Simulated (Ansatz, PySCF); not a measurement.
This Ansatz (an electronic-structure program) input computes a CCSD(T)/cc-pVDZ energy:

Ansatz 0.2 input:
```yaml
crystal:
  periodic: [false, false, false]
  atoms:
    - {symbol: C, position_ang: [1.78840634, -0.24583356, -0.45933702]}
    - {symbol: C, position_ang: [0.68480763, -0.26612590, 0.29980471]}
    - {symbol: C, position_ang: [-0.53874616, 0.41479298, -0.22568568]}
    - {symbol: O, position_ang: [-1.71505381, -0.01282462, 0.51458474]}
    - {symbol: H, position_ang: [1.85992656, 0.23012145, -1.45842258]}
    - {symbol: H, position_ang: [2.72449023, -0.71108613, -0.13973437]}
    - {symbol: H, position_ang: [-0.74419510, 0.20963982, -1.29238547]}
    - {symbol: H, position_ang: [-0.44992986, 1.50808151, -0.11222288]}
    - {symbol: H, position_ang: [-1.27666818, -0.55116092, 1.19739522]}
basis:
  gaussian:
    orbitals: cc-pVDZ
total_charge: -1
magnetization: {spin_polarized: false}
correlation: {method: ccsd_t, electrons: outside_noble_gas}
```

Question: Write an input for the same energy in PySCF and say what it gives.

Answer: 
```python
from pyscf import gto, scf, mp, cc as ccmod

mol = gto.M(
    atom='''
    C     1.78840634   -0.24583356   -0.45933702
    C     0.68480763   -0.26612590    0.29980471
    C    -0.53874616    0.41479298   -0.22568568
    O    -1.71505381   -0.01282462    0.51458474
    H     1.85992656    0.23012145   -1.45842258
    H     2.72449023   -0.71108613   -0.13973437
    H    -0.74419510    0.20963982   -1.29238547
    H    -0.44992986    1.50808151   -0.11222288
    H    -1.27666818   -0.55116092    1.19739522
    ''',
    basis='cc-pvdz',
    charge=-1,
    spin=0,
    verbose=4,
)

mf = scf.RHF(mol)
mf.conv_tol = 1e-10
mf.max_cycle = 100
mf.kernel()
mp2 = mp.MP2(mf, frozen=4).run()
cc = ccmod.CCSD(mf, frozen=4)
cc.max_cycle = 100
cc.kernel()
et = cc.ccsd_t()
print(f'E(CCSD(T)) = {cc.e_tot + et:.9f}')
```
It gives -191.93315 Eh, and Ansatz -191.93315 Eh, a difference of 0.00 mEh.

It need not be the lowest isomer of its formula. Whether it binds its extra electron was not tested at this geometry.
